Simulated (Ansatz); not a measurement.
One geometry of [ICl2]- (ICl₂⁻), several levels of theory.

```yaml
crystal:
  periodic: [false, false, false]
  atoms:
    - {symbol: I, position_ang: [0.000056, 0.000032, -0.000121]}
    - {symbol: Cl, position_ang: [-0.018726, -0.023697, 2.581633]}
    - {symbol: Cl, position_ang: [0.018670, 0.023664, -2.581512]}
basis:
  gaussian: {orbitals: def2-TZVPD, initial_orbitals: start.molden}
total_charge: -1
hamiltonian: {xc: {name: r2SCAN0}, dispersion: d4}
scf: {omitted_lower_state_checks: [starts]}
output: {orbitals: {seedname: orbitals}}
```

The file start.molden holds the orbitals of an earlier run on this structure, at another level or in another basis.

```sh
$ ansatz run in.yaml --threads 2 --pin off --events-out ev --progress --plain --max-ram 4352MiB
```

Output, abridged:

```
Functional definition: r2SCAN0
  name "r2SCAN0"
  cite "Bursch, Neugebauer, Ehlert & Grimme, J. Chem. Phys. 156, 134105 (2022) doi:10.1063/5.0086040"
  cite "Furness, Kaplan, Ning, Perdew & Sun, J. Phys. Chem. Lett. 11, 8208 (2020) doi:10.1021/acs.jpclett.0c02405"
  cite "Furness, Kaplan, Ning, Perdew & Sun, J. Phys. Chem. Lett. 11, 9248 (2020) doi:10.1021/acs.jpclett.0c03077"
  parent r2scan
  parameter a = 0.25
  parameter k0 = 0.174
  parameter k1 = 0.065
  parameter a1 = 4.9479
  exchange = (1 - a)*r2scan_x(k0 = k0, k1 = k1, a1 = a1) + a*exact_x
  correlation = r2scan_c
these checks for a lower state are left out or cut short: starts
1075 factors; their error is unknown
mean field evaluation 1: about -33150.9972 eV, gradient 8.4e0 eV
mean field evaluation 2: about -33151.0266 eV, gradient 4.3e-2 eV
mean field evaluation 4: about -33151.3101 eV, gradient 3.5e-4 eV
mean field evaluation 8: about -33151.3101 eV, gradient 2.1e-5 eV
mean field -33151.31007238 eV, -1218.2881743950 hartree, gradient 2.1e-5 eV, S^2 0.000000; 0 other end points of the search recorded, 0 dependent functions left out
reference -33151.31009082 eV, -1218.2881750724 hartree; 30, 30 occupied and 121, 121 virtual orbitals, 1075 factors
Total energy: -33151.33515172 eV, -1218.2890960436 hartree
Checks for a lower state left out: starts
```

Run time 4 s (2 threads of Arm Neoverse V2 on a shared host).

The first input with `gaussian: {orbitals: STO-3G}`, `hamiltonian: {xc: hf}` (abridged; 0.2 s):

```
Functional definition: HF
mean field -211155.42980158 eV, -7759.8189189173 hartree, gradient 1.7e-5 eV, S^2 0.000000
Total energy: -211155.42980158 eV, -7759.8189189173 hartree
Checks for a lower state left out: starts
```

As the first input, with `hamiltonian: {xc: {name: B97M-V}}` (abridged; 6 s):

```
Functional definition: B97M-V
mean field -33143.90243466 eV, -1218.0159487299 hartree, gradient 1.6e-5 eV, S^2 0.000000
Total energy: -33143.90252205 eV, -1218.0159519412 hartree
Checks for a lower state left out: starts
```

The first input with `correlation: {method: mp2}` and without the key `hamiltonian` (abridged; 1.8 s):

```
Functional definition: HF
mean field -33083.10302008 eV, -1215.7816114552 hartree, gradient 2.6e-6 eV, S^2 0.000000
14 core orbitals not correlated: weight in the atoms' cores, before any rotation towards them, 1.000 or more for the frozen orbitals, at most 0.000 for the correlated occupied ones
second order -24.41140265 eV of doubles, -0.00000000 eV of singles
Total energy: -33107.51442273 eV, -1216.6787139560 hartree
Checks for a lower state left out: starts
```

As the first input, with `hamiltonian: {xc: pbe, dispersion: d4}` (abridged; 1.5 s):

```
Functional definition: PBE
mean field -33140.47705479 eV, -1217.8900683414 hartree, gradient 1.2e-5 eV, S^2 0.000000
Total energy: -33140.57237295 eV, -1217.8935712193 hartree
Checks for a lower state left out: starts
```

As the first input, with `hamiltonian: {xc: lda}` (abridged; 0.85 s):

```
Functional definition: SPW92
mean field -33058.82603524 eV, -1214.8894487180 hartree, gradient 3.2e-5 eV, S^2 0.000000
Total energy: -33058.82609089 eV, -1214.8894507629 hartree
Checks for a lower state left out: starts
```

The first input with `hamiltonian: {xc: {name: B3LYP}, dispersion: d4}` (abridged; 2.5 s):

```
Functional definition: B3LYP
mean field -33154.32919313 eV, -1218.3991250361 hartree, gradient 1.2e-5 eV, S^2 0.000000
Total energy: -33154.48893246 eV, -1218.4049953481 hartree
Checks for a lower state left out: starts
```

Geometry: r2SCAN-D4/def2-TZVPD.

In the def2 sets I takes a core potential, while STO-3G treats all electrons; there is no spin–orbit coupling. B3LYP takes the VWN-RPA correlation. Correlated methods freeze 14 core orbitals; core or outer-core shells of I are correlated, in sets that lack core-valence functions.
